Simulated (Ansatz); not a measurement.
Reaction (isomerisation): `C/C=C1\N[SiH2]O1` → `C[SiH2]C1N=CO1`

Program: Ansatz. Geometries: PBE0-D4/def2-TZVP. ΔE: electronic, gas phase. CBS: MP2 limit from def2 TZ/QZ plus the TZ coupled-cluster correction, frozen cores. Functionals use def2-TZVPP. One conformer a species, not always the lowest.

```csv
species,CAM-B3LYP-D4 energy (Eh)
`C/C=C1\N[SiH2]O1`,-538.02727
`C[SiH2]C1N=CO1`,-537.95455
```

Task: Work out ΔE.

Result: ΔE = (-537.95455) − (-538.02727) = 0.07272 Eh = +190.9 kJ/mol. CCSD(T)/CBS gives +184.2 kJ/mol.

Largest T1 diagnostic among the species: 0.014.

From PBE to PBE0 (25 % exact exchange), in def2-TZVPP and without D4, ΔE moves by +15.3 kJ/mol. At CCSD(T), def2-SVP lies −27.9 kJ/mol from the extrapolated value and def2-TZVPP −6.8 kJ/mol. In def2-TZVPP, CCSD(T) changes the Hartree–Fock value by −28.3 kJ/mol (the triples alone add −7.0 kJ/mol) and MP2 by −19.8 kJ/mol.
